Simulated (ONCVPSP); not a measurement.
**Before and after: ONCV potential for germanium**

| Property | Result |
| --- | --- |
| Element | germanium |
| Generator | ONCVPSP 4.0.1 |
| Type | optimised norm-conserving Vanderbilt (ONCV) |
| Functional | revPBE |
| Relativity | scalar-relativistic |
| Frozen core | [Ne] |
| Valence charge | 22 |
| Reference configuration | 3s2 3p6 3d10 4s2 4p1.75 (charge +0.25) |
| Partial waves | 3s+4s: rc 1.25 bohr, ncon 4, nbas 9, qcut 11.5 1/bohr, 2 projectors; 3p+4p: rc 1.30 bohr, ncon 5, nbas 8, qcut 13.5 1/bohr, 3 projectors, debl 3.3 Ha; 3d: rc 0.85 bohr, ncon 3, nbas 7, qcut 17 1/bohr, local |
| Local potential | the d channel |
| Core correction | Teter function, fcfact 3.75, rcfact 1.05 |

All-electron outer shells of the reference configuration (revPBE, scalar-relativistic, ld1.x):

```tsv
shell	level (eV)	outermost node (bohr)	outermost maximum (bohr)
2s	-1373.95	0.06	0.18
2p	-1200.64	–	0.14
3s	-170.60	0.26	0.54
3p	-117.66	0.23	0.54
3d	-31.30	–	0.50
4s	-13.54	0.77	1.75
4p	-5.54	0.82	2.19
```

Change: d: rc 1.22.

Cutoffs: the cutoffs (Ha) at which the residual kinetic energy of the hardest occupied pseudo-wave falls to 1 and 0.1 mHa per electron; they do not see the model core or the augmentation charge, which bear on the density cutoff. Errors are all-electron minus pseudo energies relative to the spin-unpolarised reference configuration.

Predict the effect on cutoff, ghosts and configuration errors.

The potential gets softer (120 Ha and 133 Ha → 89 Ha and 101 Ha); a bound ghost appears in s, which as a rule spoils a file; of the 4 tests that both files solve, the error grows in 1 and shrinks in 0 by more than 15 % and 0.3 meV (median size 0.8 → 1.6 meV). A larger radius leaves more room for a smooth pseudo-wave, so fewer plane waves are needed.

```csv
quantity,base,changed
"cutoff, loose",120 Ha,89 Ha
"cutoff, tight",133 Ha,101 Ha
loose cutoff by channel,"s 32 Ha, p 56 Ha, d 120 Ha","s 32 Ha, p 56 Ha, d 89 Ha"
bound ghosts,none,s
GHOST(+) flags under 300 eV,none,none
"error for 3s2 3p6 3d10 4s2 4p2, meV [ΔE -1.17 eV]",+0.1,+0.1
"error for 3s2 3p6 3d10 4s2 4p1, meV [ΔE 6.22 eV]",-0.5,-0.6
"error for 3s2 3p6 3d10 4s2 4p0, meV [ΔE 21.57 eV]",+2.8,-2.6
"error for 3s2 3p6 3d10 4s1 4p0, meV [ΔE 56.19 eV]",-1.1,-9.9
s: phases at 1.27 bohr within 0.05 rad from the reference energy up to (Ha; the scan ends near 5),to the end of the scan,to the end of the scan
p: phases at 1.32 bohr within 0.05 rad from the reference energy up to (Ha; the scan ends near 5),to the end of the scan,to the end of the scan
"rms error of d²Exc/dni dnj with the model core, mHa",1.42,1.00
```

 A true bound ghost makes a file unfit for plane-wave use even where its test errors are small: the radial tests pick states by their node count and pass the ghost by.
